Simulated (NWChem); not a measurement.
Molecule: BeNH$_{2}$F; SMILES [NH2][Be][F]

```xyz
5

Be     0.0000     0.0000    -0.0909
F      0.0000     0.0000    -1.4769
N      0.0000     0.0000     1.4128
H      0.0000    -0.8244     1.9887
H      0.0000     0.8244     1.9887
```
Atoms are numbered in this order, from 1.

Computed with NWChem. The geometry was optimised at PBE0-D3(BJ)/def2-TZVP. B3LYP is NWChem's, with the RPA form of VWN correlation. Core excitations by TDA in a window of 1s orbitals, non-relativistic and unshifted: absolute energies depend strongly on the exact-exchange share.

Estimate the computed values for N K edge, B3LYP/def2-TZVP. Quantities: first 1s excitation (eV); dipole oscillator strength of the first; first state with f > 0.002 (eV); dipole oscillator strength of that state.


* **first 1s excitation (eV)**: 386.9
* **dipole oscillator strength of the first**: 0.0000
* **first state with f > 0.002 (eV)**: 388.7
* **dipole oscillator strength of that state**: 0.0157
